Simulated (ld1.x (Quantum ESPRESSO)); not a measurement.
## In: one change to a TM potential, before and after

* Element: In
* Generator: ld1.x (Quantum ESPRESSO) 7.5
* Type: norm-conserving Troullier–Martins (Kleinman–Bylander form)
* Functional: LDA (PZ)
* Relativity: scalar-relativistic
* Frozen core: [Kr]
* Valence charge: 13
* Reference configuration: 4d10 5s2 5p1
* Partial waves: 5s (bound): rc 2.30 bohr; 5p (bound): rc 2.00 bohr; 4d (bound): rc 1.40 bohr
* Local potential: all-electron potential smoothed inside 1.50 bohr (lloc = -1)
* Core correction: Bessel-smoothed model core inside 1.15 bohr

Change: local potential all-electron potential smoothed inside 2.22 bohr (lloc = -1).

Cutoffs: the cutoffs (Ry, on a coarse ladder) from which the occupation-weighted sum of valence levels, in a spherical-Bessel basis at the reference potential, stays within 10 and 1 mRy of its value at 400 Ry; they do not see the model core or the augmentation charge, which bear on the density cutoff. Errors are all-electron minus pseudo energies relative to the spin-unpolarised reference configuration.

Question: What does the change do?

Answer: The potential gets neither clearly harder nor softer (90 Ry and 140 Ry → 90 Ry and 140 Ry); the bound ghost in p, s disappears; the number of tests that count goes from 8 to 9; of the 8 tests that both files solve, the error grows in 1 and shrinks in 5 by more than 15 % and 0.3 meV (median size 14.4 → 5.1 meV); the range in which the s phases agree narrows (upper end 3.1 → 0.8); the range in which the p phases agree widens (upper end -0.1 → 1.3). In the separable form a ghost depends on how the local part lies against the semilocal potential of the channel, so the choice of the local part can create or remove one.

```csv
quantity,base,changed
"cutoff, loose",90 Ry,90 Ry
"cutoff, tight",140 Ry,140 Ry
loose cutoff by channel (10 mRy a level),"s 10 Ry, p 6 Ry, d 70 Ry","s 8 Ry, p 6 Ry, d 70 Ry"
bound ghosts,"s, p",none
"tests counted (converged, no solver errors)",8 of 9,9 of 9
"error for 4d10 5s2 5p0, meV [ΔE 5.59 eV]",-1.7,-1.0
"error for 4d10 5s1 5p0, meV [ΔE 25.26 eV]",-14,-8.9
"error for 4d10 5s0 5p0, meV [ΔE 54.00 eV]",-58,-59
"error for 4d9 5s0 5p0, meV [ΔE 110.61 eV]",-87,-171
"error for 4d10 5s1 5p2, meV [ΔE 5.94 eV]",+11,-0.8
"error for 4d10 5s0 5p3, meV [ΔE 12.16 eV]",+72,-1.4
"error for 4d10 5s2 5p1 (spin-polarised), meV [ΔE -0.12 eV]",+0.4,+0.2
"error for 4d10 5s1 5p0 (spin-polarised), meV [ΔE 25.03 eV]",-15,-11
s: phases at 2.50 bohr within 0.05 rad from the reference energy up to (Ry; the scan ends near 5),3.1,0.8
p: phases at 2.50 bohr within 0.05 rad from the reference energy up to (Ry; the scan ends near 5),-0.1,1.3
d: phases at 2.50 bohr within 0.05 rad from the reference energy up to (Ry; the scan ends near 5),to the end of the scan,1.0
```

Base: Tests not counted: 4d9 5s2 5p2 (solver errors, printed error -13.5 eV). These tests converged, but a pseudo level misses the all-electron one widely, so the file describes the atom poorly there or has found another state: 4d10 5s0 5p0: empty 5p by 4.8 eV. A true bound ghost makes a file unfit for plane-wave use even where its test errors are small: the radial tests pick states by their node count and pass the ghost by. Where a test does run into it, the solver fails or the error is huge.
